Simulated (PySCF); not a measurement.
C4H4F2, SMILES FC1=CC[C@H]1F. The structure is a stationary point at PBE-D3(BJ)/def2-SVP. The structure was generated by enumeration; whether it is a known compound was not checked.

These are PBE-D3(BJ)/def2-SVP run with PySCF 2.14.0 values and carry that method's errors.

Harmonic wavenumbers (cm⁻¹): 189, 226, 354, 456, 612, 660, 795, 843, 916, 918, 1003, 1060, 1114, 1136, 1164, 1212, 1288, 1351, 1410, 1695, 2978, 2985, 3050, 3168. Rotational constants (GHz): 5.131, 3.638, 2.291; symmetry number 1.

Task: Work out the zero-point energy and the ideal-gas rigid-rotor harmonic-oscillator thermochemistry at 298.15 K and 1 atm.

Result: ZPE = ½ Σ hcν = ½ × 30581 cm⁻¹ = 43.72 kcal/mol. H − E(el) = 47.61 kcal/mol. Entropy in cal/(mol K): translation 39.41, rotation 26.42, vibration 7.95, total 73.78. G − E(el) = 25.61 kcal/mol. Cp = 20.69 cal/(mol K).
